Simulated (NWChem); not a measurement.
H2BeS

The numbers come from NWChem runs, not from measurements. The geometry was optimised at B3LYP/def2-SVP, a minimum by its harmonic frequencies. It is one conformer; others weren't searched.

Job file:

```
start mol
memory heap 200 mb stack 900 mb global 1100 mb
geometry "system" units angstroms nocenter noautoz noautosym
  Be     0.629021    -1.278236     0.000000
  H      1.252215    -2.448269     0.000000
  S     -0.290007     0.403526     0.000000
  H      0.871809     1.104788     0.000000
end
set geometry "system"
basis spherical
  * library 6-31g*
end
dft
  xc pbe0
  semidirect memsize 60000000 filesize 0
  iterations 100
  convergence energy 1e-10 density 1e-9 gradient 1e-8
  tolerances tight
end
task dft energy
rt_tddft
  tmax 150.0
  dt 0.2
  tag "kick"
  print dipole
  field "kick"
    type delta
    polarization y
    max 0.0001
  end
  excite "system" with "kick"
end
task dft rt_tddft
```

Change of the dipole's y component after the kick, in units of 1e-4 a.u.:

```json
[
 {"time (a.u.)": "0.0", "Δμ": "0.000"},
 {"time (a.u.)": "0.4", "Δμ": "0.295"},
 {"time (a.u.)": "0.8", "Δμ": "0.591"},
 {"time (a.u.)": "1.2", "Δμ": "0.892"},
 {"time (a.u.)": "1.6", "Δμ": "1.102"},
 {"time (a.u.)": "2.0", "Δμ": "1.253"},
 {"time (a.u.)": "2.4", "Δμ": "1.300"},
 {"time (a.u.)": "2.8", "Δμ": "1.282"},
 {"time (a.u.)": "3.2", "Δμ": "1.249"},
 {"time (a.u.)": "3.6", "Δμ": "1.141"},
 {"time (a.u.)": "4.0", "Δμ": "1.038"},
 {"time (a.u.)": "4.4", "Δμ": "0.923"},
 {"time (a.u.)": "4.8", "Δμ": "0.836"},
 {"time (a.u.)": "5.2", "Δμ": "0.741"},
 {"time (a.u.)": "5.6", "Δμ": "0.648"},
 {"time (a.u.)": "6.0", "Δμ": "0.581"},
 {"time (a.u.)": "6.4", "Δμ": "0.508"},
 {"time (a.u.)": "6.8", "Δμ": "0.412"},
 {"time (a.u.)": "7.2", "Δμ": "0.310"},
 {"time (a.u.)": "7.6", "Δμ": "0.212"},
 {"time (a.u.)": "8.0", "Δμ": "0.085"},
 {"time (a.u.)": "8.4", "Δμ": "-0.055"},
 {"time (a.u.)": "8.8", "Δμ": "-0.192"},
 {"time (a.u.)": "9.2", "Δμ": "-0.309"},
 {"time (a.u.)": "9.6", "Δμ": "-0.452"},
 {"time (a.u.)": "10.0", "Δμ": "-0.545"},
 {"time (a.u.)": "10.4", "Δμ": "-0.625"},
 {"time (a.u.)": "10.8", "Δμ": "-0.672"},
 {"time (a.u.)": "11.2", "Δμ": "-0.688"},
 {"time (a.u.)": "11.6", "Δμ": "-0.684"},
 {"time (a.u.)": "12.0", "Δμ": "-0.624"},
 {"time (a.u.)": "12.4", "Δμ": "-0.581"},
 {"time (a.u.)": "12.8", "Δμ": "-0.506"},
 {"time (a.u.)": "13.2", "Δμ": "-0.447"},
 {"time (a.u.)": "13.6", "Δμ": "-0.386"},
 {"time (a.u.)": "14.0", "Δμ": "-0.353"},
 {"time (a.u.)": "14.4", "Δμ": "-0.354"},
 {"time (a.u.)": "14.8", "Δμ": "-0.337"},
 {"time (a.u.)": "15.4", "Δμ": "-0.363"},
 {"time (a.u.)": "15.8", "Δμ": "-0.365"},
 {"time (a.u.)": "16.2", "Δμ": "-0.357"},
 {"time (a.u.)": "16.6", "Δμ": "-0.307"},
 {"time (a.u.)": "17.0", "Δμ": "-0.261"},
 {"time (a.u.)": "17.4", "Δμ": "-0.172"},
 {"time (a.u.)": "17.8", "Δμ": "-0.056"},
 {"time (a.u.)": "18.2", "Δμ": "0.060"},
 {"time (a.u.)": "18.6", "Δμ": "0.184"},
 {"time (a.u.)": "19.0", "Δμ": "0.297"},
 {"time (a.u.)": "19.4", "Δμ": "0.406"},
 {"time (a.u.)": "19.8", "Δμ": "0.495"},
 {"time (a.u.)": "20.2", "Δμ": "0.542"},
 {"time (a.u.)": "20.6", "Δμ": "0.588"},
 {"time (a.u.)": "21.0", "Δμ": "0.614"},
 {"time (a.u.)": "21.4", "Δμ": "0.610"},
 {"time (a.u.)": "21.8", "Δμ": "0.592"},
 {"time (a.u.)": "22.2", "Δμ": "0.566"},
 {"time (a.u.)": "22.6", "Δμ": "0.548"},
 {"time (a.u.)": "23.0", "Δμ": "0.489"},
 {"time (a.u.)": "23.4", "Δμ": "0.441"},
 {"time (a.u.)": "23.8", "Δμ": "0.394"},
 {"time (a.u.)": "24.2", "Δμ": "0.324"},
 {"time (a.u.)": "24.6", "Δμ": "0.244"},
 {"time (a.u.)": "25.0", "Δμ": "0.148"},
 {"time (a.u.)": "25.4", "Δμ": "0.052"},
 {"time (a.u.)": "25.8", "Δμ": "-0.070"},
 {"time (a.u.)": "26.2", "Δμ": "-0.213"},
 {"time (a.u.)": "26.6", "Δμ": "-0.345"},
 {"time (a.u.)": "27.0", "Δμ": "-0.484"},
 {"time (a.u.)": "27.4", "Δμ": "-0.610"},
 {"time (a.u.)": "27.8", "Δμ": "-0.730"},
 {"time (a.u.)": "28.2", "Δμ": "-0.793"},
 {"time (a.u.)": "28.6", "Δμ": "-0.825"},
 {"time (a.u.)": "29.0", "Δμ": "-0.831"},
 {"time (a.u.)": "29.4", "Δμ": "-0.773"},
 {"time (a.u.)": "29.8", "Δμ": "-0.680"}
]
```
